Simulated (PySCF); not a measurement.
A structure optimised at B3LYP-D3(BJ)/def2-SVP, used in a PySCF frequency run:

```xyz
13

F      0.1046    -2.2601    -1.4648
C      0.0368    -1.2154    -0.6691
C      0.0368    -1.2154     0.6691
F      0.1046    -2.2601     1.4648
C     -0.1020     0.1690     1.2355
F      0.7615     0.4005     2.2407
F     -1.3505     0.3986     1.7022
C      0.1884     1.0767     0.0000
F      1.4887     1.4154     0.0000
F     -0.5587     2.1842     0.0000
C     -0.1020     0.1690    -1.2355
F      0.7615     0.4005    -2.2407
F     -1.3505     0.3986    -1.7022
```
Charge 0, spin multiplicity 1.

Write its SMILES, formula and point group.

FC1=C(F)C(F)(F)C(F)(F)C1(F)F, C5F8, Cs

What are its rotational constants (standard atomic weights)?

0.96171, 0.88615, 0.62023 GHz
